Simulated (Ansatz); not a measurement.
C$_{2}$H$_{6}$Ga+ (`[CH3][Ga+][CH3]`) from Hartree–Fock to CCSD(T)

Cartesian coordinates in Å:
```
C -0.659 -1.247 1.283
Ga 0.000 0.000 0.000
C 0.659 1.247 -1.283
H -1.745 -1.152 1.356
H -0.208 -1.039 2.256
H -0.401 -2.261 0.969
H -0.171 1.843 -1.670
H 1.391 1.904 -0.807
H 1.134 0.706 -2.104
```

The species carries charge 1 and has multiplicity 1. Correlated methods include outer-core shells of Ga, which these sets cover unevenly. Scalar relativity is left out up to krypton. The geometry is a stationary point of PBE0-D4/def2-TZVP. Frozen core, restricted reference, Ansatz.

```
     basis      HF (Eh)  MP2 corr.  CCSD corr.       (T)  CCSD(T) total
  def2-SVP  -2001.93804   -0.48673           ?         ?              ?
def2-TZVPP  -2002.27580   -0.56062    -0.58431         ?              ?
def2-QZVPP  -2002.31948   -0.82883           ?  -0.02844              ?
```

Task: Fill in the withheld values. (An estimate is asked.)

Result: Ansatz gave: def2-SVP CCSD corr.: -0.51080; def2-SVP (T): -0.01610; def2-SVP CCSD(T) total: -2002.46494; def2-TZVPP (T): -0.02296; def2-TZVPP CCSD(T) total: -2002.88307; def2-QZVPP CCSD corr.: -0.82781; def2-QZVPP CCSD(T) total: -2003.17573.
